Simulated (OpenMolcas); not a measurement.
**Ni2+: ligand-field states by method**

Ni2+ with 6 ligands (chloride) in octahedral coordination (Oh) at 2.45 Å. A charge of +0.667 e stands 2.8 Å behind each ligand. Ligand basis ANO-RCC-VDZP.
```
Ni    0.0000    0.0000    0.0000
Cl    2.4500    0.0000    0.0000
Cl    0.0000    2.4500    0.0000
Cl   -2.4500    0.0000    0.0000
Cl    0.0000   -2.4500    0.0000
Cl    0.0000    0.0000    2.4500
Cl    0.0000    0.0000   -2.4500
```

```yaml
Program: OpenMolcas 26.06
Basis: ANO-RCC-VDZP [5s4p2d1f]
Scalar_Hamiltonian: DKH2, point nucleus
Active_space: 8 electrons in 5 orbitals (3d)
State_averaging: 2S+1 = 3 even, 10 roots; 2S+1 = 1 even, 15 roots
Spin-orbit_coupling: state interaction with AMFI integrals over the reference wave functions
```

I. CASSCF
II. SS-CASPT2, IPEA 0.25 Eh, imaginary shift 0.1 Eh (closed shells correlated: 3s 3p and the ligand valence shells)
III. SS-CASPT2, IPEA 0 Eh, imaginary shift 0.1 Eh (closed shells correlated: 3s 3p and the ligand valence shells)

Spin-free states (labels of O, the rotations of Oh) in cm-1, each column counted from its own energy of the first state listed:

| State | Degeneracy | I | II | III |
| --- | --- | --- | --- | --- |
| 3A2 | 1 | 0 | 0 | 0 |
| 3T2 | 3 | 3690 | 5250 | 5440 |
| 3T1 | 3 | 6518 | 8260 | 8020 |
| 1E | 2 | 17412 | 12430 | 12000 |
| 1T2 | 3 | 20448 | 17530 | 17300 |
| 3T1 | 3 | 23429 | 21450 | 21180 |
| 1A1 | 1 | 26727 | 21930 | 21050 |
| 1T1 | 3 | 27845 | 26010 | 26240 |
| 1E | 2 | 29736 | 29130 | 29100 |
| 1T2 | 3 | 30469 | 29570 | 29450 |
| 1A1 | 1 | 64295 | 54360 | 56120 |

From I to II, I's first state of the same spin (3T2) moves from 3690 to 5250 cm-1, by about +1600 cm-1.

From I to II, I's first state of another spin (1E) moves from 17412 to 12430 cm-1, by about -5000 cm-1.

I: A least-squares ligand-field fit to the states below 45000 cm-1, each weighted by its degeneracy and with a free common offset, gives 10Dq = 3752 cm-1, B = 1254 cm-1 and C = 4592 cm-1 (C/B = 3.66), with an rms deviation of 49 cm-1. 

χT at 300 K: I 1.79, II 1.57, III 1.56 cm3 K/mol.

Roots that are degenerate in the reference are averaged as groups; the widest CASPT2 spread within a group is 140 cm-1 (the 3-fold group of multiplicity 3 near 8020 cm-1 above the lowest state of its run, III). Shifts and gaps below about the spread of the groups concerned are not significant. Over all roots computed the reference weight is 0.66 to 0.67 in II, 0.66 to 0.67 in III; a low but even weight reflects the number of correlated electrons. Ligand-to-metal charge-transfer states are missing. Without dynamic correlation the repulsion within the d shell is too large (B by tens of per cent), so at a given field states of lower spin stand too high (holds for I). With no ligand orbital active B as a rule stays too high, so bands that hang on it stand too high and its fall with covalency is understated (holds for I). With metal d orbitals alone and no dynamic correlation the field as a rule comes out too small, by tens of per cent, by up to half for chloride and softer ligands, and the orbital part of g and χT, which goes as 1/10Dq, too large (holds for I). A single d shell leaves out the double-shell effect, which counts most for late 3d ions, where the CASPT2 field can be off either way by tens of per cent (holds for II; III). These CASPT2 states fit no ligand-field parameters well, so their order and spin gaps are uncertain (holds for II; III). For late 3d ions with one d shell CASPT2 can put B and the spin-flip bands somewhat low as well as high (holds for II; III). With one d shell and no ligand orbital active, 10Dq can be off by tens of per cent for divalent 3d ions, low with halides held by bare charges and at times high in hosts, and the orbital part of g and χT goes as 1/10Dq (holds for II; III). Free-ion shares, where given, are those of the reference states; single-state CASPT2 does not remix them (holds for II; III). No measured value stands beside these numbers; the geometry is a model, was not optimised and need not be the one that this ion takes.
